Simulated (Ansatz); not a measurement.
`CNB(C)[SiH3]` + H₂Te → `[SiH3][TeH]` + `CBNC` at 400 K and 1 bar (cleavage of the Si–B bond).

Gas-phase electronic energies from Ansatz, PBE0-D4/def2-TZVP geometries. CBS: MP2 limit from def2 TZ/QZ plus the TZ coupled-cluster correction, frozen cores. Elements past krypton have def2 core potentials. For Te outer-core shells are correlated without core-valence functions, which leaves a few kJ/mol of doubt a bond. One conformer a species, not always the lowest.

| species | CCSD(T)/CBS energy (Eh) | H − E (kJ/mol) | S (J/(mol·K)) |
| --- | --- | --- | --- |
| `CNB(C)[SiH3]` | -450.73419 | 357.7 | 417.5 |
| H₂Te | -268.91024 | 45.0 | 239.1 |
| `[SiH3][TeH]` | -559.21313 | 104.4 | 319.1 |
| `CBNC` | -160.46148 | 304.2 | 336.8 |

H − E and S are ideal-gas, rigid-rotor, harmonic terms from PBE0-D4/def2-TZVP, for one conformer and one mirror image of each species. 1 Eh = 2625.50 kJ/mol, R = 8.31446 J/(mol·K).

Problem. By hand: ΔE, ΔH, ΔS and ΔG.

Solution. ΔE = (-559.21313) + (-160.46148) − (-450.73419) − (-268.91024) = -0.03018 Eh = -79.2 kJ/mol. Δ(H − E) = 104.4 + 304.2 − 357.7 − 45.0 = 5.9, so ΔH = -73.3 kJ/mol. ΔS = 319.1 + 336.8 − 417.5 − 239.1 = -0.7 J/(mol·K). ΔG = -73.3 − 400 × (-0.7)/1000 = -73.0 kJ/mol.

Problem. By hand: the equilibrium constant, and the temperature at which ΔG would vanish if ΔH and ΔS stayed fixed.

Solution. log₁₀ K = −ΔG/(RT ln 10) = 9.5. ΔG = 0 at ΔH/ΔS = 104714 K, far beyond where these terms or the molecules hold.

The number of gas molecules stays the same, so ΔS is small and ΔH decides. A doubt of 5 kJ/mol in ΔE shifts log₁₀ K by 0.7 here. Other conformers and mirror images would add mixing entropy, several J/(mol·K) or more a flexible species. Modes under 60 cm⁻¹, often nearly free rotors, make the harmonic entropy too high. These are equilibria of isolated gas molecules and say nothing of rates. Largest T1 diagnostic: 0.013 (customary marks: 0.02 for closed shells, 0.045 for open ones).
